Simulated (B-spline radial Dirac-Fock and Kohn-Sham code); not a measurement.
## Core-level shifts of neodymium with charge state

Calculated with a radial finite-basis atomic code, using multi-electron Dirac-Fock with separately optimised hole states, Breit and Lamb-shift corrections added in first order. Each ion is free and in its tabulated ground configuration. No correlation.

Reference: Nd, [Xe] 4f4 6s2, with L3 (2p3/2) 6213.3 eV, M1 (3s) 1583.6 eV, M4 (3d3/2) 1004.8 eV, N1 (4s) 330.5 eV, N3 (4p3/2) 240.6 eV, Kα1 (K-L3) 37358.8 eV, Kβ1 (K-M3) 42267.2 eV, Lα1 (L3-M5) 5230.4 eV. Shifts from it, in eV (a dash: the subshell is empty, belongs to an open shell averaged over j, or its hole state is left out as unreliable):

```tsv
ion	configuration	L3 (2p3/2)	M1 (3s)	M4 (3d3/2)	N1 (4s)	N3 (4p3/2)	Kα1	Kβ1	Lα1
Nd⁺	[Xe] 4f4 6s1	+6.5	+6.5	+6.5	+6.4	+6.5	+0.01	+0.03	+0.02
Nd²⁺	[Xe] 4f4	+14.1	+14.0	+14.1	+13.9	+14.0	+0.05	+0.12	+0.05
Nd³⁺	[Xe] 4f3	+34.3	+35.5	+35.3	+34.3	+33.9	-0.79	-1.96	-0.99
Nd⁴⁺	[Xe] 4f2	+57.2	+59.8	+59.3	+57.0	+56.1	-1.77	-4.32	-2.16
Nd⁵⁺	[Kr] 4d10 4f2 5s2 5p5	+74.4	+76.7	+76.2	+73.5	–	-1.44	-3.65	-1.87
```

Over this range L3 (2p3/2) moves by +74.4 eV and Kα1 by -1.4 eV: a line is a difference of two levels that shift in the same direction.
